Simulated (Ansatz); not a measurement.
# What each rung costs, and what it gives

Saddle point of GaSiH5, closed shell (GaSiH₃ ([SiH3][Ga]) + H₂ → SiH₄ + GaH; bonds formed: Ga1–H4, Si2–H3; bonds broken: Ga1–Si2, H3–H4), PBE0-D4/def2-TZVP structure:

```
atom    x (Å)    y (Å)    z (Å)
 Ga1  -1.1483  -0.6625   1.5682
 Si2   0.6466   0.3910  -0.1808
  H3  -0.9147  -0.5844  -0.2893
  H4  -1.8537  -1.1465   0.0026
  H5   1.9106  -0.2018   0.3435
  H6   0.5956   1.8254   0.2256
  H7   0.7639   0.3788  -1.6698
```

Barriers are electronic and count from the start structure reached by relaxing down the imaginary mode.

Ansatz 0.2.0; basis: as named in each row; cores frozen in the correlated methods. Filled d shells of the heavier atoms are correlated. The def2 sets are not built for correlating such inner shells, so the correlated values are less sure here. B3LYP uses VWN-RPA correlation. Extrapolation: Hartree–Fock as exp(−7.88 √X), correlation as X^−2.97.

Times are rough, for one single point on 2 threads of a shared host (Arm Neoverse V2).

The estimate by CCSD(T) at an estimated basis limit (MP2 extrapolated from triple and quadruple zeta, plus CCSD(T) − MP2 in triple zeta) is 0.676 eV.

```csv
method,basis,time (s),barrier (eV),method less estimate
SPW92,def2-SVP,under 1,0.087,-0.589
HF,STO-3G,under 1,1.956,1.280
PBE-D4,def2-SVP,under 1,0.392,-0.284
B3LYP-D4,6-31G,under 1,0.954,0.278
SPW92,def2-TZVPP,1,0.124,-0.552
PBE0-D4,def2-SVP,1,0.504,-0.172
CCSD(T),def2-SVP,2,0.777,0.101
PBE-D4,def2-TZVPP,2,0.447,-0.229
BLYP-D4,def2-TZVPP,2,0.637,-0.039
PBE0-D4,def2-TZVPP,2,0.539,-0.137
B3LYP-D4,def2-TZVPP,2,0.683,0.007
BHLYP-D4,def2-TZVPP,2,0.817,0.141
CAM-B3LYP-D4,def2-TZVPP,3,0.690,0.014
RPA on PBE,def2-TZVPP,3,0.738,0.062
PBE-D4,STO-3G,3,0.630,-0.046
r2SCAN-D4,def2-TZVPP,4,0.417,-0.259
B2PLYP,def2-TZVPP,4,0.692,0.016
r2SCAN0-D4,def2-TZVPP,4,0.517,-0.159
PBE-QIDH,def2-TZVPP,4,0.622,-0.054
wB97M-V,def2-SVP,5,0.616,-0.060
wB97X-V,def2-TZVPP,7,0.707,0.031
B97M-V,def2-TZVPP,8,0.477,-0.199
wB97M-V,def2-TZVPP,8,0.690,0.014
MP2,def2-QZVPP,14,0.651,-0.025
CCSD(T),def2-TZVPP,23,0.725,0.049
```

All methods are single points on the PBE0-D4 structures.

T1 diagnostic: at most 0.015. The restricted Hartree–Fock reference is unstable towards an unrestricted one at one or more of these structures.

Labels in which every atom is bracketed show which atoms are joined, not bond orders.
